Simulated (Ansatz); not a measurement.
Relaxation of ClFH4OW (8 atoms, charge 0, multiplicity 1), to a largest force component of 0.03 eV/Å in at most 50 steps.

These are results of Ansatz, RKS PBE0-D4/def2-SVP, not measurements.

```xyz
8
Properties=species:S:1:pos:R:3
W 0.035 0.544 -0.615
F 0.747 -0.014 2.296
H 0.897 -0.797 1.827
Cl 0.236 2.548 0.392
H -1.006 -0.452 0.234
H 1.157 -0.604 -0.108
O -0.244 0.020 -2.324
H -0.355 0.218 -3.259
```

Problem. Where does it end, and by what steps?

Solution. It converged. The force dipped under the threshold on the way, but the program's further checks kept it going. After 41 steps the energy has fallen by 0.118 eV; H8 moved furthest, 0.55 Å. Joined: W1–F2 (3.05 → 2.30 Å), W1–H3 (2.92 → 2.26 Å).

```json
{"step": "0", "energy less start (eV)": "0.0000", "largest force component (eV/Å)": "0.180", "accepted": "yes"}
{"step": "2", "energy less start (eV)": "-0.0299", "largest force component (eV/Å)": "0.177", "accepted": "yes"}
{"step": "4", "energy less start (eV)": "-0.0407", "largest force component (eV/Å)": "0.516", "accepted": "yes"}
{"step": "6", "energy less start (eV)": "-0.0526", "largest force component (eV/Å)": "0.179", "accepted": "yes"}
{"step": "8", "energy less start (eV)": "-0.0388", "largest force component (eV/Å)": "1.384", "accepted": "no"}
{"step": "10", "energy less start (eV)": "-0.0932", "largest force component (eV/Å)": "0.331", "accepted": "yes"}
{"step": "12", "energy less start (eV)": "-0.0989", "largest force component (eV/Å)": "0.078", "accepted": "yes"}
{"step": "14", "energy less start (eV)": "-0.1020", "largest force component (eV/Å)": "0.194", "accepted": "yes"}
{"step": "16", "energy less start (eV)": "-0.1055", "largest force component (eV/Å)": "0.279", "accepted": "yes"}
{"step": "18", "energy less start (eV)": "-0.1073", "largest force component (eV/Å)": "0.120", "accepted": "yes"}
{"step": "20", "energy less start (eV)": "-0.1049", "largest force component (eV/Å)": "0.377", "accepted": "no"}
{"step": "22", "energy less start (eV)": "-0.1127", "largest force component (eV/Å)": "0.111", "accepted": "yes"}
{"step": "24", "energy less start (eV)": "-0.1139", "largest force component (eV/Å)": "0.116", "accepted": "yes"}
{"step": "26", "energy less start (eV)": "-0.1146", "largest force component (eV/Å)": "0.162", "accepted": "yes"}
{"step": "28", "energy less start (eV)": "-0.1154", "largest force component (eV/Å)": "0.056", "accepted": "yes"}
{"step": "30", "energy less start (eV)": "-0.1154", "largest force component (eV/Å)": "0.115", "accepted": "no"}
{"step": "32", "energy less start (eV)": "-0.1162", "largest force component (eV/Å)": "0.102", "accepted": "yes"}
{"step": "34", "energy less start (eV)": "-0.1166", "largest force component (eV/Å)": "0.027", "accepted": "yes"}
{"step": "36", "energy less start (eV)": "-0.1169", "largest force component (eV/Å)": "0.078", "accepted": "yes"}
{"step": "38", "energy less start (eV)": "-0.1172", "largest force component (eV/Å)": "0.041", "accepted": "yes"}
{"step": "40", "energy less start (eV)": "-0.1175", "largest force component (eV/Å)": "0.065", "accepted": "yes"}
{"step": "41", "energy less start (eV)": "-0.1176", "largest force component (eV/Å)": "0.013", "accepted": "yes"}
```

```xyz
8
Properties=species:S:1:pos:R:3
W 0.048 0.562 -0.337
F 0.724 0.130 1.821
H 0.930 -0.676 1.330
Cl 0.138 2.660 0.564
H -1.085 -0.544 0.224
H 1.016 -0.852 -0.128
O -0.127 0.361 -2.118
H -0.176 -0.177 -2.913
```

The run took 2.5 min on 2 threads of Arm Neoverse V1 (shared host), peak memory 0.21 GiB.
